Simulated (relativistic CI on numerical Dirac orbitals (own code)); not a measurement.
**Ni3+ in a cubic cluster: 2p photoemission with charge transfer**

Computed with a charge-transfer multiplet model of a cubic metal-ligand cluster with up to 3 ligand holes, Slater and spin-orbit integrals from Dirac-Coulomb-Breit ions, Slater integrals scaled by 0.7. The ground state mixes d7 with configurations of k ligand holes L, whose averages lie at kΔ + k(k − 1)U_dd/2; a core hole lowers each added d electron by U_cd. 300 K, Lorentzian 0.6 eV and Gaussian 0.8 eV FWHM.

Atomic integrals in eV (Slater integrals scaled, ζ unscaled), ground: F2dd 9.255, F4dd 5.778, zeta_d 0.089; with the core hole: F2dd 10.444, F4dd 6.555, zeta_d 0.124, zeta_core 11.400, F2cd 6.313, G1cd 4.879, G3cd 2.777.

Cluster parameters (eV): Δ = 0.3, U_dd = 7.7, U_cd = 8.9, 10Dq(ligand) = 1.5, V(eg) = 2.3, V(t2g) = -1.19, final-state hopping factor = 0.8.

```
          Case   n_d    d7   d8L  d9L2  d10L3     S
10Dq = 0.95 eV  7.75  0.33  0.59  0.08   0.00  0.53
10Dq = 1.25 eV  7.74  0.34  0.58  0.08   0.00  0.52
10Dq = 1.55 eV  7.72  0.35  0.57  0.07   0.00  0.51
10Dq = 1.85 eV  7.71  0.36  0.57  0.07   0.00  0.51
10Dq = 2.15 eV  7.69  0.38  0.56  0.07   0.00  0.51
```

Weights, n_d and S are thermal averages at 300 K. Binding energies count from the first peak over 30 % of the highest in each spectrum, which can be another peak from case to case. The parameters are a model scan and need not match a compound or its usual spin state. Peaks in eV (height, largest 100):
- 10Dq = 0.95 eV: 0.0 (100), 6.1 (25), 8.3 (17), 13.1 (7), 17.7 (54), 23.9 (13), 25.2 (12), 33.0 (5)
- 10Dq = 1.25 eV: 0.0 (100), 6.1 (26), 8.3 (17), 13.3 (8), 17.6 (54), 23.7 (13), 25.0 (11), 32.8 (6)
- 10Dq = 1.55 eV: 0.0 (100), 6.2 (26), 8.4 (17), 13.4 (9), 17.7 (55), 23.8 (13), 25.0 (11), 32.7 (6)
- 10Dq = 1.85 eV: 0.0 (100), 6.2 (26), 8.4 (16), 13.4 (10), 17.6 (55), 23.7 (12), 24.9 (12), 32.5 (6)
- 10Dq = 2.15 eV: 0.0 (100), 2.9 (8), 6.2 (26), 8.4 (16), 13.4 (12), 17.7 (55), 23.8 (12), 25.0 (12), 32.4 (6)

For the case 10Dq = 1.25 eV, Δ = 0.3 eV is smaller than U_dd = 7.7 eV, the charge-transfer side of the Zaanen-Sawatzky-Allen scheme. With the core hole the average of the configuration with one ligand hole lies at Δ − U_cd = -8.6 eV before mixing: it lies below the unscreened one, so the lowest final states are mostly screened and the unscreened weight appears at higher binding energy as a satellite.
